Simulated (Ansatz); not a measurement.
`B[SiH2]N=C` + H₂S → `C=N[SiH2]S` + BH₃ at 700 K and 1 bar (cleavage of the Si–B bond).

Gas-phase electronic energies from Ansatz, PBE0-D4/def2-TZVP geometries. CCSD(T)/CBS is the MP2 limit (def2-TZVPP, def2-QZVPP) plus CCSD(T) − MP2 in def2-TZVPP, frozen cores. This one scheme is used for every species. Each species was taken in one conformer, which may not be the lowest.

```
     species  CCSD(T)/CBS energy (Eh)  H − E (kJ/mol)  S (J/(mol·K))
`B[SiH2]N=C`               -410.17839           249.2          436.1
         H₂S               -398.97279            64.8          236.9
`C=N[SiH2]S`               -782.63012           219.3          430.5
         BH₃                -26.55200            96.5          225.0
```

H − E and S are ideal-gas, rigid-rotor, harmonic terms from PBE0-D4/def2-TZVP, for one conformer and one mirror image of each species. 1 Eh = 2625.50 kJ/mol, R = 8.31446 J/(mol·K).

**Question.** By hand: ΔE, ΔH, ΔS and ΔG.

**Answer.** ΔE = (-782.63012) + (-26.55200) − (-410.17839) − (-398.97279) = -0.03094 Eh = -81.2 kJ/mol. Δ(H − E) = 219.3 + 96.5 − 249.2 − 64.8 = 1.8, so ΔH = -79.4 kJ/mol. ΔS = 430.5 + 225.0 − 436.1 − 236.9 = -17.5 J/(mol·K). ΔG = -79.4 − 700 × (-17.5)/1000 = -67.2 kJ/mol.

**Question.** By hand: the equilibrium constant, and the temperature at which ΔG would vanish if ΔH and ΔS stayed fixed.

**Answer.** log₁₀ K = −ΔG/(RT ln 10) = 5.0. ΔG = 0 at ΔH/ΔS = 4537 K, far beyond where these terms or the molecules hold.

ΔH outweighs TΔS. A doubt of 5 kJ/mol in ΔE shifts log₁₀ K by 0.4 here. Other conformers and mirror images would add mixing entropy, several J/(mol·K) or more a flexible species. These are equilibria of isolated gas molecules and say nothing of rates. Largest T1 diagnostic: 0.013 (customary marks: 0.02 for closed shells, 0.045 for open ones).
